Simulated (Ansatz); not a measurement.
The cluster Pd₂Se₃. The state is a singlet with charge 0. Geometry PBE-D4/def2-SVP.

```xyz
5

Pd    0.5717   -1.3739   -0.1333
Pd   -1.3956    0.5201    0.1178
Se    0.0577   -0.2190    2.0984
Se    0.9467    0.9810    0.0181
Se   -0.1805    0.0918   -2.1009
```

In the def2 sets Pd takes a core potential, while STO-3G treats all electrons; there is no spin–orbit coupling. The restricted singlet is unstable towards broken spin symmetry in Hartree–Fock (as tested in another run); at HF/STO-3G, LDA (SPW92)/def2-TZVP, r2SCAN-D4/def2-TZVP, PBE0-D4/def2-SVP and others this wasn't settled. No other spin state of charge 0 was run. Another isomer (singlet) lies 0.18 eV lower at PBE-D4/def2-SVP; other spin states weren't run for this one.

Task: Estimate the orbital energies around the gap (eV) in Ansatz with HF/STO-3G, LDA (SPW92)/def2-TZVP, r2SCAN-D4/def2-TZVP, PBE0-D4/def2-SVP, PBE0-D4/def2-TZVP.

Result: 
| orbital | HF/STO-3G | LDA (SPW92)/def2-TZVP | r2SCAN-D4/def2-TZVP | PBE0-D4/def2-SVP | PBE0-D4/def2-TZVP |
| --- | --- | --- | --- | --- | --- |
| HOMO−13 | -10.59 | -9.58 | -9.62 | -10.68 | -10.57 |
| HOMO−12 | -9.86 | -8.33 | -8.36 | -9.60 | -9.55 |
| HOMO−11 | -9.04 | -8.32 | -8.26 | -9.29 | -9.23 |
| HOMO−10 | -8.81 | -8.19 | -8.13 | -9.22 | -9.17 |
| HOMO−9 | -8.25 | -7.90 | -7.93 | -9.17 | -9.10 |
| HOMO−8 | -8.12 | -7.42 | -7.32 | -8.49 | -8.45 |
| HOMO−7 | -8.03 | -6.78 | -6.70 | -7.88 | -7.84 |
| HOMO−6 | -7.78 | -6.49 | -6.50 | -7.83 | -7.78 |
| HOMO−5 | -6.93 | -6.44 | -6.45 | -7.80 | -7.73 |
| HOMO−4 | -6.91 | -6.44 | -6.39 | -7.76 | -7.70 |
| HOMO−3 | -6.43 | -6.18 | -6.10 | -6.87 | -6.82 |
| HOMO−2 | -6.31 | -5.99 | -5.94 | -6.85 | -6.81 |
| HOMO−1 | -5.46 | -5.49 | -5.41 | -6.59 | -6.54 |
| HOMO | -3.56 | -4.93 | -4.85 | -5.79 | -5.77 |
| LUMO | 3.22 | -4.59 | -4.38 | -3.78 | -3.74 |
| LUMO+1 | 3.83 | -3.61 | -3.21 | -2.53 | -2.51 |
| LUMO+2 | 5.29 | -3.35 | -3.01 | -2.42 | -2.37 |
| LUMO+3 | 5.52 | -2.86 | -2.33 | -1.72 | -1.73 |
| LUMO+4 | 6.89 | -2.28 | -1.75 | -1.08 | -1.10 |
| LUMO+5 | 9.05 | -0.72 | -0.20 | 0.21 | 0.15 |
